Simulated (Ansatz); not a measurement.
Input for Ansatz (an electronic-structure program): R-CCSD(T)/aug-cc-pV(T+d)Z on Cl2FH (a complex), monomers drawn apart or pushed together. Files ending in .json are basis or fitting sets from the Basis Set Exchange.

Ansatz 0.2 input:
```yaml
crystal:
  periodic: [false, false, false]
  atoms:
    - {symbol: F, position_ang: [0.45494098, 0.38365637, 0.11229930]}
    - {symbol: H, position_ang: [0.33875157, -0.06119823, 0.92007403]}
    - {symbol: Cl, position_ang: [-0.69341513, 0.11439901, 5.80922288]}
    - {symbol: Cl, position_ang: [-0.28197755, -1.54007333, 4.73834515]}
basis:
  gaussian:
    orbitals: aug-cc-pV_T+d_Z.json
magnetization: {spin_polarized: false}
correlation: {method: ccsd_t, electrons: outside_noble_gas}
scf: {lower_state_search: off}
```

Output:

```
WARN ansatz: RAYON_NUM_THREADS=1 ignored (pool sized by the plan → 1); use --threads N
Functional definition: HF
these checks for a lower state are left out or cut short: stability, starts, cluster_reference, orbital_swaps, neighbouring_geometries, increment
integrals: 0.56 GiB planned
1062 factors; integrals over basis functions are off by at most 1.3e-3 eV
mean field: 0.47 GiB planned
mean field evaluation 1: about -27728.5132 eV, gradient 2.9e1 eV
mean field evaluation 2: about -27728.6374 eV, gradient 2.9e1 eV
mean field evaluation 4: about -27730.0863 eV, gradient 1.8e0 eV
mean field evaluation 8: about -27730.1033 eV, gradient 2.2e-1 eV
mean field -27730.10345126 eV, -1019.0625056945 hartree, gradient 2.2e-6 eV, S^2 0.000000; 0 other end points of the search recorded, 0 dependent functions left out
11 core orbitals not correlated
reference -27730.10345126 eV, -1019.0625056945 hartree; 11, 11 occupied and 157, 157 virtual orbitals, 1062 factors
second order -18.20785944 eV of doubles, -0.00000000 eV of singles
coupled cluster: 1.57 GiB planned
cycle   1  -18.67082361 eV  change   -4.6e-1 eV  update   8.0e-2
cycle   2  -19.06136734 eV  change   -3.9e-1 eV  update   2.4e-2
cycle   3  -19.14079160 eV  change   -7.9e-2 eV  update   1.0e-2
cycle   4  -19.13116202 eV  change    9.6e-3 eV  update   2.1e-3
cycle   5  -19.13097649 eV  change    1.9e-4 eV  update   7.7e-4
cycle   6  -19.13118802 eV  change   -2.1e-4 eV  update   2.4e-4
cycle   7  -19.13104450 eV  change    1.4e-4 eV  update   9.7e-5
cycle   8  -19.13105679 eV  change   -1.2e-5 eV  update   3.1e-5
cycle   9  -19.13107509 eV  change   -1.8e-5 eV  update   1.1e-5
perturbative correction -0.74285563 eV, -0.0272994409 hartree
Total energy: -27749.97738198 eV, -1019.7928591774 hartree
Checks for a lower state left out: stability, starts, cluster_reference, orbital_swaps, neighbouring_geometries, increment
```

Self-consistency was reached.

Cost: roughly 50 core-seconds.
